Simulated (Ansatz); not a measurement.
The pair A = HF (SMILES F) (first 2 atoms), B = C2H6 (SMILES CC); geometry from B3LYP-D3(BJ)/def2-TZVP.
(charge 0, multiplicity 1):
```xyz
10

F     -0.057     0.513    -0.039
H     -0.425     0.500     0.813
C      0.803    -0.290     3.424
C     -0.600     0.213     3.096
H      1.422    -0.353     2.528
H      0.768    -1.283     3.874
H      1.305     0.377     4.127
H     -0.571     1.218     2.662
H     -1.227     0.281     3.986
H     -1.115    -0.464     2.406
```

Correlated levels freeze the cores. MP2 and its Hartree–Fock in aug-cc-pVTZ are density fitted.

Codes used: Ansatz (Gaussian orbitals). 

The counterpoise-corrected interaction energy is E(AB) − E(A in the pair's basis) − E(B in the pair's basis). Total energies (hartree):

```tsv
level	AB	A in the pair's basis	B in the pair's basis
HF/aug-cc-pVDZ	-179.2704650	-100.0332022	-79.2373120
MP2/aug-cc-pVDZ	-179.8100198	-100.2567487	-79.5513230
HF/aug-cc-pVTZ	-179.3207374	-100.0605977	-79.2600435
MP2/aug-cc-pVTZ	-179.9792490	-100.3412883	-79.6352909
CCSD(T)/aug-cc-pVDZ	-179.8644520	-100.2647460	-79.5977284
```

Work out the counterpoise-corrected interaction energy at the basis-set limit: extrapolate the MP2 correlation part as X⁻³, take Hartree–Fock from the larger set, and add the CCSD(T) − MP2 difference of aug-cc-pVDZ.


1. Differences (1 hartree = 627.509 kcal/mol): HF/aug-cc-pVDZ 0.031; MP2/aug-cc-pVDZ -1.222; HF/aug-cc-pVTZ -0.060; MP2/aug-cc-pVTZ -1.675; CCSD(T)/aug-cc-pVDZ -1.241.
2. Correlation parts, MP2 less HF: -1.253 in aug-cc-pVDZ (X = 2), -1.615 in aug-cc-pVTZ (X = 3).
3. Limit (3³·(-1.615) − 2³·(-1.253))/(3³ − 2³) = -1.767; with HF/aug-cc-pVTZ it gives -1.828.
4. CCSD(T) less MP2 in aug-cc-pVDZ: -0.019.
Result: -1.85 kcal/mol, against -1.22 at MP2/aug-cc-pVDZ. It is an estimate of this method's limit, not of the exact value.

Ansatz is a program for electronic structure.
